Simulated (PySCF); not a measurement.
Atom-mapped SMILES (the numbers label the heavy atoms): `[CH:1]#[C:2][C:3]#[C:4]/[C:5]([CH3:6])=[C:7](/[CH3:8])[F:9]` (H(Xn): hydrogen on atom n).

Calculated, not measured (PySCF): shieldings: GIAO PBE0/pcSseg-1, GFN2-xTB geometry. Relativity neglected, single conformer, no solvent model, one averaged value for each set of equivalent atoms.

Referencing at the same level of theory: $^{13}$C (186.93 ppm), $^{1}$H (31.72 ppm) against TMS; $^{19}$F (170.95 ppm) against CFCl3.

```tsv
atoms	nucleus	count	δ (ppm)
C3	$^{13}$C	1	89.9
C4	$^{13}$C	1	?
H(C8)	$^{1}$H	3	2.16
H(C6)	$^{1}$H	3	1.77
C7	$^{13}$C	1	?
C8	$^{13}$C	1	?
C2	$^{13}$C	1	73.8
H(C1)	$^{1}$H	1	2.00
F9	$^{19}$F	1	-66.0
C6	$^{13}$C	1	?
C5	$^{13}$C	1	99.9
C1	$^{13}$C	1	81.7
```

Complete the table.

Results:


- C7: 180.7 ppm, fully substituted alkene carbon
- C4: 74.5 ppm, alkyne carbon; sp carbons lie upfield of alkene carbons because the cylindrical π system leaves one tensor component strongly shielded
- C8: 19.7 ppm, allylic methyl carbon; aliphatic region, no heteroatom directly attached
- C6: 18.6 ppm, allylic methyl carbon; aliphatic region, no heteroatom directly attached

Shifts are as computed. Against solution values, carbons near 30 ppm lie about +3 ppm off and those near 130 ppm about +5 ppm. Of 1211 compounds with measured shifts, 218 miss one by over three times the rms of a fit or turn the order of signals round; such compounds aren't used in these exercises. Unscaled 19F shifts against computed CFCl3 carry errors that often reach 10 to 50 ppm.
